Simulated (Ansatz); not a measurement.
C2H7FSSi can be A, `C[SiH](S)CF`, or B, `C[SiH](F)CS`.

Gas-phase electronic energies from Ansatz, PBE0-D4/def2-TZVP geometries. CCSD(T)/CBS adds triple-zeta CCSD(T) − MP2 to the extrapolated MP2 energy (def2 sets, frozen cores). Functionals use def2-TZVPP. B3LYP here is the variant with VWN-RPA as its local correlation; programs differ in this. Each species was taken in one conformer, which may not be the lowest.

A:

```xyz
12

C    -0.120    0.120   -1.611
Si   -0.653    0.044    0.170
S    -1.281   -1.912    0.780
C     0.770    0.585    1.297
F     1.253    1.829    0.893
H    -0.947   -0.138   -2.275
H     0.703   -0.572   -1.803
H     0.222    1.130   -1.852
H    -1.840    0.899    0.426
H    -0.152   -2.519    0.375
H     0.445    0.663    2.340
H     1.600   -0.130    1.260
```

B:

Z-matrix (Å, degrees):
```
C
Si 1 1.850
H 1 1.092 2 110.7
H 1 1.092 2 110.8 3 -120.7
H 1 1.094 2 110.3 3 119.8
F 2 1.608 1 109.1 3 65.2
C 2 1.869 1 112.5 3 -53.0
H 2 1.488 1 111.8 3 -177.3
S 7 1.815 2 111.8 1 62.3
H 7 1.092 2 112.3 1 -172.6
H 7 1.094 2 109.1 1 -54.0
H 9 1.343 7 97.1 2 49.8
```

Which is lower in electronic energy at CCSD(T)/CBS, and by how much? (Best estimate.)

Ansatz gave: B, by 139.6 kJ/mol.

Give E(B) − E(A) in kJ/mol with B2PLYP, PBE-D4, CCSD/def2-TZVPP, B3LYP, r2SCAN-D4, ωB97M-V, PBE0-D4. (Estimate.)

Ansatz gave: B2PLYP -135.7, PBE-D4 -121.4, CCSD/def2-TZVPP -137.9, B3LYP -129.5, r2SCAN-D4 -131.8, ωB97M-V -134.2, PBE0-D4 -127.0. None reverses the order clearly.

Largest T1 diagnostic: 0.011.

From PBE to PBE0 (25 % exact exchange), in def2-TZVPP and without D4, E(B) − E(A) moves by −5.8 kJ/mol.
